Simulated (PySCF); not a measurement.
Al(F)(Br)(vinyl) (C₂H₃AlBrF), SMILES [F][Al]([CH]=C)[Br]. Geometry optimised at PBE-D3(BJ)/def2-SVP. The structure was generated by enumeration; whether it is a known compound was not checked. The values are those of a single conformer.

Computed equilibrium geometry at PBE-D3(BJ)/def2-SVP (PySCF confirms it by a frequency run) as bond lengths and angles, and its point group (one conformer of several):
point group Cs.
Atoms: Al1 F2 Br3 C4 C5 H6 H7 H8. Bond lengths (Å): Al1–F2 1.675, Al1–Br3 2.261, Al1–C4 1.933, C4–C5 1.352, C4–H6 1.106, C5–H7 1.106, C5–H8 1.105. Angles (°): F2–Al1–Br3 117.6, F2–Al1–C4 121.9, Br3–Al1–C4 120.6, Al1–C4–C5 121.2, Al1–C4–H6 120.9, C5–C4–H6 117.9, C4–C5–H7 122.3, C4–C5–H8 121.9, H7–C5–H8 115.7.
